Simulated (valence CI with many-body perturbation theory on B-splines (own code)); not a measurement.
The numbers below are computed, except where a source is named.
**Pt56+: what the settings do**

Level of theory: relativistic CI+MBPT: four valence electrons over a frozen Dirac-Fock core [Ar], a basis of 6 s, 6 p, 5 d, 5 f, 1 g functions for each j, with the one-electron correlation potential Σ1 (screened to all orders), the two-electron term Σ2, the three-electron term Σ3, Breit, model QED; selected single and double excitations, second order for the rest, scaled by the run's own slope (own B-spline code, finite nucleus).

No measured spectrum was set against this ion. As an estimate, large intervals hold to a few tenths of a per cent, small ones and those within an open d or f shell to about a per cent. The list stops below the first excitations out of the core. Only levels of the ground parity were solved; by the run's estimate the other parity begins above the list, which can be wrong where configurations are misplaced.

The reference run has the lowest level (3d3/2^4) J=0 and an ionisation energy of 5655.19 eV. Its largest variational space holds 7855 state functions.

Levels are named by their leading jj configuration (3d3/2^4 stands for four electrons in 3d with j = 3/2), which in mixed levels can hold well under half, so a name can repeat and another be missing. Letters in brackets count levels of one name in rising energy.

Changed runs:
A. screening of Σ1 on → off
B. highest l in the core sums 6 → 5
C. averaging of valence orbitals over low configurations on → off
D. Davidson tolerance 2e-05 → 0.03 (bad on purpose)

Excitation energies of the reference run in cm⁻¹, and shifts in cm⁻¹:

```tsv
Level	Reference	A	B	C	D
(3d3/2^3 3d5/2) J=1	678742	+258	+8.1	+73	0
(3d3/2^3 3d5/2) J=4	779708	+260	+7.1	+35	0
(3d3/2^3 3d5/2) J=2	812045	+267	+7.9	+17	0
(3d3/2^3 3d5/2) J=3	840017	+265	+7.7	+8.5	0
(3d3/2^2 3d5/2^2) J=0 [a]	1432150	+517	+15	+91	0
(3d3/2^2 3d5/2^2) J=2 [a]	1433190	+511	+15	+85	0
(3d3/2^2 3d5/2^2) J=4 [a]	1455460	+518	+15	+100	0
(3d3/2^2 3d5/2^2) J=3 [a]	1473890	+518	+15	+92	0
(3d3/2^2 3d5/2^2) J=5	1502460	+516	+15	+85	0
(3d3/2^2 3d5/2^2) J=6	1525870	+517	+14	+81	0
(3d3/2^2 3d5/2^2) J=1	1552530	+523	+15	+39	0
(3d3/2^2 3d5/2^2) J=3 [b]	1574680	+517	+15	+28	0
Ionisation energy (eV)	5655.19	-0.043	+0.06	+0.022	0
```

No effect on these energies: D.
